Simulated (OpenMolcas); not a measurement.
Levels of As+ by method

```
Program             : OpenMolcas 26.06
Basis               : ANO-RCC-VDZP [5s4p2d]
Scalar Hamiltonian  : DKH2, point nucleus
Active space        : 4 electrons in 4 orbitals (4s 4p)
State averaging     : 2S+1 = 3 even, 3 roots; 2S+1 = 1 even, 6 roots; 2S+1 = 5 odd, 1 root; 2S+1 = 3 odd, 9 roots; 2S+1 = 1 odd, 8 roots
Spin-orbit coupling : state interaction with AMFI integrals over the reference wave functions, term energies averaged over their components
```

Methods on the same reference wave functions:
A. CASSCF
B. SS-CASPT2, IPEA 0.25 Eh, imaginary shift 0.1 Eh (closed shells correlated: 3d)

Energies in cm-1 above 4s2 4p2 3P0, the measured ground level; measured values from NIST Handbook of Basic Atomic Spectroscopic Data.

```tsv
Level	A	B	Measured
4s2 4p2 3P0	0.0	0.0	0.0
4s2 4p2 3P1	930	926	1063
4s2 4p2 3P2	2291	2270	2541
4s2 4p2 1D2	12525	11130	10096
4s2 4p2 1S0	22244	22710	22599
4s 4p3 5S* 2	43015	47500	54817
4s 4p3 3D* 2	80166	72930	73862
4s 4p3 3D* 1	80198	72950	73750
4s 4p3 3D* 3	80315	73050	74244
4s 4p3 3P* 0	91087	86870	
4s 4p3 3P* 1	91149	86920	
4s 4p3 3P* 2	91248	87000	
4s 4p3 1D* 2	120799	108600	
4s 4p3 3S* 1 [72 %]	125173	119730	
4s 4p3 1P* 1 [72 %]	131456	122350
```

Deviations, from unrounded energies. A percentage is the sum of absolute deviations over the sum of measured energies, with the sign that they share, or ± where signs differ.

```csv
Against measurement,Levels,A,B
mean absolute deviation (cm-1),8,4200,1500
fine structure of the ground term (%),2,-10.6,-11.3
other terms of the ground configuration (%),2,±8.5,+3.5
other configurations (%),4,±11.1,-3.7
```

B lies closest to measurement on these levels. The largest miss of B in the table is 4s 4p3 5S* 2, by -7300 cm-1. The ranking rests on the paired levels alone, and a cruder setting can come out closer through cancelling errors.

From A to B the spin-free energies of the other terms of 4s2 4p2 shown, above 3P, scale by factors of 0.87 to 1.02.

The lowest spin-free term lies below A's lowest term by 0.048 hartree in B.

CASPT2 does not keep the components of a term degenerate, so their means are used; among the terms shown or strongly mixed into the levels shown the widest spread is 1200 cm-1 (4s 4p3 1D*, B). Over all roots computed the reference weight is 0.89 to 0.99 in B; the roots of lowest weight are the least certain, and an intruder state may touch them. Terms of s pⁿ other than that of highest spin mix with s² pⁿ⁻² d, which this space lacks; all of them can be thousands of cm-1 off, and some have no real level of that name. Without dynamic correlation excited terms often stand tens of per cent too high (terms of higher spin than the ground term too low), and those without a measured partner can miss by more than the paired ones (holds for A). Measured partners are found by configuration, term and J. A level has none where our copy of the source lacks it or the pairing is in doubt (some pairs that miss far off the trend of their configuration count as doubtful), and it then counts in no deviation. Levels of configurations outside the active space are missing.

A share in square brackets marks a mixed level and gives the weight of the term that names it, the lowest over the columns. * marks odd parity.
